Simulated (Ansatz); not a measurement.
Consider the formal exchange of groups at the Si–O bond: `C[O][SnH]([Cl])[O][SiH3]` + `C[CH2][SnH3]` → `C[CH2][SnH2][SiH3]` + `C[O][SnH]([OH])[Cl]`.

Gas-phase electronic energies from Ansatz, PBE0-D4/def2-TZVP geometries. CCSD(T)/CBS is the MP2 limit (def2-TZVPP, def2-QZVPP) plus CCSD(T) − MP2 in def2-TZVPP, frozen cores. DFT in def2-TZVPP. B3LYP here is the variant with VWN-RPA as its local correlation; programs differ in this. Elements past krypton have def2 core potentials. For Sn outer-core shells are correlated without core-valence functions, which leaves a few kJ/mol of doubt a bond. One conformer a species, not always the lowest.

```json
{"level": "PBE-D4", "ΔE (eV)": "0.55"}
{"level": "PBE0-D4", "ΔE (eV)": "0.64"}
{"level": "B3LYP-D4", "ΔE (eV)": "0.79"}
{"level": "ωB97X-V", "ΔE (eV)": "0.81"}
{"level": "r2SCAN", "ΔE (eV)": "0.73"}
{"level": "CCSD/def2-TZVPP", "ΔE (eV)": "0.85"}
{"level": "CCSD(T)/def2-TZVPP", "ΔE (eV)": "0.82"}
{"level": "HF/CBS(def2)", "ΔE (eV)": "1.08"}
```

Question: What does CCSD(T)/CBS give? (An estimate is asked.)

Answer: Ansatz gave: +0.78 eV. The listed levels differ from it by -0.23, -0.14, 0.01, 0.03, -0.05, 0.07, 0.04, 0.30 eV.

Largest T1 diagnostic among the species: 0.013.

In def2-TZVPP, CCSD(T) changes the Hartree–Fock value by −0.23 eV (the triples alone add −0.03 eV) and MP2 by −0.22 eV. From PBE to PBE0 (25 % exact exchange), in def2-TZVPP and without D4, ΔE moves by +0.09 eV.
